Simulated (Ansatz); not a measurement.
Relaxation of Cl₂F₂Ti (5 atoms, charge 0, multiplicity 1), to a largest force component of 0.02 eV/Å in at most 40 steps.

Computed with RHF/def2-SVP in Ansatz 0.2.0.

```xyz
5
Properties=species:S:1:pos:R:3
Ti 0.000 0.000 0.000
F 0.000 0.000 1.830
F 1.726 0.000 -0.609
Cl -1.116 1.934 -0.789
Cl -1.116 -1.934 -0.789
```

Where does it end, and by what steps?

The run converged. After 3 steps the energy has fallen by 1.108 eV; Cl4 moved furthest, 0.17 Å.

```tsv
step	energy less start (eV)	largest force component (eV/Å)	accepted
0	0.0000	3.908	yes
1	-1.0636	1.408	yes
2	-1.1065	0.202	yes
3	-1.1080	0.020	yes
```

```xyz
5
Properties=species:S:1:pos:R:3
Ti -0.022 0.000 -0.015
F -0.011 0.000 1.694
F 1.593 0.000 -0.574
Cl -1.034 1.794 -0.731
Cl -1.034 -1.794 -0.731
```

Time of the run: 13 s on 1 thread of Arm Neoverse V2 (shared host), peak memory 0.2 GiB.
